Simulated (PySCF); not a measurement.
**Distorted geometries of [Yb(NH3)]3+**

[Yb(NH3)]3+ (singlet in the valence; each metal's 4f electrons, 13 of them, lie in its core potential, out of spins and levels). PySCF 2.14.0, RKS r2SCAN, Yb lcecp-1-SVP with ECP59, N def2-SVP, H def2-SVP; non-relativistic Hamiltonian with scalar-relativistic core potentials where named; density fitting; no spin-orbit coupling. Relaxed geometry:

```xyz
5

Yb    0.0000    0.0000   -0.1134
N     0.0000    0.0000    2.1531
H     0.9419    0.0000    2.6191
H    -0.4710    0.8157    2.6191
H    -0.4709   -0.8158    2.6191
```

**Question.** Order these distorted geometries by energy above the relaxed one, lowest first.
A.
```xyz
5

Yb   -0.0421    0.0499   -0.2074
N    -0.0064   -0.0638    2.1421
H     0.7456   -0.0535    2.6757
H    -0.1497    0.7609    2.5813
H    -0.5474   -0.6934    2.7051
```
B.
```xyz
5

Yb   -0.0035   -0.0182   -0.1623
N    -0.0433    0.0166    2.1432
H     0.9706   -0.0253    2.6368
H    -0.4568    0.8047    2.6602
H    -0.4670   -0.7778    2.6192
```
C.
```xyz
5

Yb   -0.0482   -0.0055   -0.1133
N    -0.0170    0.0290    2.1689
H     0.9627    0.0119    2.6167
H    -0.4641    0.7978    2.6128
H    -0.4335   -0.8331    2.6119
```

**Answer.** C (0.09 eV), B (0.15 eV), A (1.23 eV).

**Question.** Which forces (eV/Å) act in the one that lies 0.09 eV up?

**Answer.** 
```
Yb  -0.01  0.06  0.09
N    2.06 -2.32 -1.00
H   -0.80  0.19 -0.34
H   -1.12  1.76  1.19
H   -0.14  0.31  0.06
```
Forces carry noise of the integration grid, about 0.01 to 0.03 eV/Å.

No frequency check is given that shows the relaxed geometry to be a minimum. An lcecp potential fixes the number of 4f electrons, so in runs with it no electron can move into or out of that shell.
